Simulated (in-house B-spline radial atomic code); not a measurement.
Ionisation energies along the 9-electron series, configuration [He] 2s2 2p5, as differences of self-consistent energies. Dirac energy differences include first-order Breit, QED and recoil terms. NIST's values go from ground level to ground level; the uncertainty of those that are theory runs from under 0.1 % in few-electron ions to several per cent in heavy many-electron ones. Computed with a B-spline radial code for spherical atoms: Dirac-Hartree-Fock, average of the configuration, finite nuclei.

```
  ion  configuration after  ionisation energy (eV)  IE/(q+1)² (eV)  Breit and QED recoil part (eV)  tabulated value (eV)    tabulated kind  computed minus tabulated (eV)
Zn21+         [He] 2s2 2p4                  1971.0          4.0722                         -1.2777                  1961    semi-empirical                             10
Ga22+         [He] 2s2 2p4                  2140.2          4.0457                         -1.4398                  2129    semi-empirical                             11
Ge23+         [He] 2s2 2p4                       ?               ?                               ?                     ?    semi-empirical                              ?
As24+         [He] 2s2 2p4                  2499.6          3.9994                         -1.8047                  2486    semi-empirical                             14
Se25+         [He] 2s2 2p4                  2689.9          3.9791                         -2.0084                  2674    semi-empirical                             16
Br26+         [He] 2s2 2p4                  2887.2          3.9605                         -2.2276                  2869    semi-empirical                             18
Kr27+         [He] 2s2 2p4                  3091.7          3.9434                         -2.4619                  3072    semi-empirical                             20
Rb28+         [He] 2s2 2p4                  3303.2          3.9277                         -2.7126                  3281    semi-empirical                             22
Sr29+         [He] 2s2 2p4                  3521.9          3.9132                           -2.98                  3497    semi-empirical                             25
Zr31+         [He] 2s2 2p4                  3980.7          3.8874                         -3.5677                  3950    semi-empirical                             31
Nb32+         [He] 2s2 2p4                       ?               ?                               ?                     ?    semi-empirical                              ?
Mo33+         [He] 2s2 2p4                  4468.3          3.8653                         -4.2292                  4430    semi-empirical                             38
Tc34+         [He] 2s2 2p4                  4722.9          3.8555                         -4.5898                  4681    semi-empirical                             42
Ru35+         [He] 2s2 2p4                  4984.9          3.8464                         -4.9703                  4939    semi-empirical                             46
Rh36+         [He] 2s2 2p4                  5254.1          3.8379                         -5.3724                  5203    semi-empirical                             51
Pd37+         [He] 2s2 2p4                  5530.7          3.8301                          -5.796                  5475    semi-empirical                             56
Ag38+         [He] 2s2 2p4                  5814.7          3.8229                         -6.2422                  5753    semi-empirical                             62
Cd39+         [He] 2s2 2p4                  6106.0          3.8163                         -6.7111                  6039    semi-empirical                             67
In40+         [He] 2s2 2p4                  6404.8          3.8101                         -7.2043                  6331    semi-empirical                             74
Sn41+         [He] 2s2 2p4                  6711.1          3.8045                         -7.7217                  6631    semi-empirical                             80
Sb42+         [He] 2s2 2p4                       ?               ?                               ?                     ?  tabulated theory                              ?
Te43+         [He] 2s2 2p4                  7346.1          3.7945                         -8.8331                  7243  tabulated theory                            103
 I44+         [He] 2s2 2p4                  7675.0          3.7901                         -9.4292                  7563  tabulated theory                            112
```

Question: Fill in the row of Ge23+.

Answer: ionisation energy (eV): 2316.4; IE/(q+1)² (eV): 4.0215; Breit and QED recoil part (eV): -1.6152; tabulated value (eV): 2304; computed minus tabulated (eV): 12.

Question: Fill in the row of Nb32+.

Answer: ionisation energy (eV): 4220.9; IE/(q+1)² (eV): 3.8759; Breit and QED recoil part (eV): -3.8889; tabulated value (eV): 4187; computed minus tabulated (eV): 34.

Question: Fill in the row of Sb42+.

Answer: ionisation energy (eV): 7024.8; IE/(q+1)² (eV): 3.7993; Breit and QED recoil part (eV): -8.2647; tabulated value (eV): 6929; computed minus tabulated (eV): 96.

Where a p, d or f electron is removed, the computed value is a mean over both j, so it misses the tabulated one by a part of the spin-orbit splitting; averaging over terms and missing correlation add to the gap, relatively most at low charge.
